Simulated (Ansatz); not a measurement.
Input for Ansatz (a first-principles code): R-CCSD(T)/aug-cc-pVTZ on BH3O (SMILES BO), atoms moved off the minimum.

Ansatz 0.2 input:
```yaml
crystal:
  periodic: [false, false, false]
  atoms:
    - {symbol: B, position_ang: [-0.47624272, -0.58896633, 0.06546767]}
    - {symbol: H, position_ang: [-0.32454830, -1.33004123, 0.92430924]}
    - {symbol: H, position_ang: [-1.30913045, -0.64107971, -0.79290955]}
    - {symbol: O, position_ang: [0.46854417, 0.45224339, 0.03000567]}
    - {symbol: H, position_ang: [0.33016601, 1.07040080, -0.71069386]}
basis:
  gaussian:
    orbitals: aug-cc-pVTZ
magnetization: {spin_polarized: false}
correlation: {method: ccsd_t, electrons: outside_noble_gas}
scf: {lower_state_search: off}
output: {forces: true}
```

The log:

```
WARN ansatz: RAYON_NUM_THREADS=1 ignored (pool sized by the plan → 1); use --threads N
Functional definition: HF
these checks for a lower state are left out or cut short: starts, cluster_reference, orbital_swaps, neighbouring_geometries, increment
integrals: 0.44 GiB planned
918 factors; integrals over basis functions are off by at most 1.2e-3 eV
mean field: 0.30 GiB planned
mean field evaluation 1: about -2756.0873 eV, gradient 3.4e1 eV
mean field evaluation 2: about -2756.0873 eV, gradient 3.4e1 eV
mean field evaluation 4: about -2758.2586 eV, gradient 2.4e0 eV
mean field evaluation 8: about -2758.2796 eV, gradient 8.8e-2 eV
mean field -2758.27960729 eV, -101.3649059390 hartree, gradient 9.6e-7 eV, S^2 0.000000; 0 other end points of the search recorded, 0 dependent functions left out
2 core orbitals not correlated
reference -2758.27960729 eV, -101.3649059390 hartree; 6, 6 occupied and 153, 153 virtual orbitals, 918 factors
too little memory for Intel AMX tiles; the run may be slower
densities: 1.18 GiB planned
second order -9.79437610 eV of doubles, -0.00000000 eV of singles
coupled cluster: 1.19 GiB planned
cycle   1  -9.90518214 eV  change   -1.1e-1 eV  update   7.2e-2
cycle   2  -10.15493936 eV  change   -2.5e-1 eV  update   2.1e-2
cycle   3  -10.22303755 eV  change   -6.8e-2 eV  update   1.3e-2
cycle   4  -10.21252988 eV  change    1.1e-2 eV  update   3.8e-3
cycle   5  -10.21287295 eV  change   -3.4e-4 eV  update   1.9e-3
cycle   6  -10.21335521 eV  change   -4.8e-4 eV  update   4.5e-4
cycle   7  -10.21310992 eV  change    2.5e-4 eV  update   1.5e-4
cycle   8  -10.21308267 eV  change    2.7e-5 eV  update   4.0e-5
cycle   9  -10.21309178 eV  change   -9.1e-6 eV  update   1.3e-5
cycle  10  -10.21308848 eV  change    3.3e-6 eV  update   4.5e-6
perturbative correction -0.35583091 eV, -0.0130765446 hartree
the calculation of the forces begins
Total energy: -2768.84852668 eV, -101.7533065626 hartree
Atom 0 at    -0.476243    -0.588966     0.065468 Å, force     1.145412     2.100525    -1.125072 eV/Å
Atom 1 at    -0.324548    -1.330041     0.924309 Å, force    -0.017379    -0.871312     0.902843 eV/Å
Atom 2 at    -1.309130    -0.641080    -0.792910 Å, force    -0.056100    -0.072255     0.120910 eV/Å
Atom 3 at     0.468544     0.452243     0.030006 Å, force    -1.073179    -0.683335    -0.344234 eV/Å
Atom 4 at     0.330166     1.070401    -0.710694 Å, force     0.001245    -0.473623     0.445553 eV/Å
Dipole moment:    -0.117889     0.125866    -0.234887 e Å
Checks for a lower state left out: starts, cluster_reference, orbital_swaps, neighbouring_geometries, increment
```

The calculation finished and met its thresholds.

Cost: about 2.9 core-minutes (a rough figure).
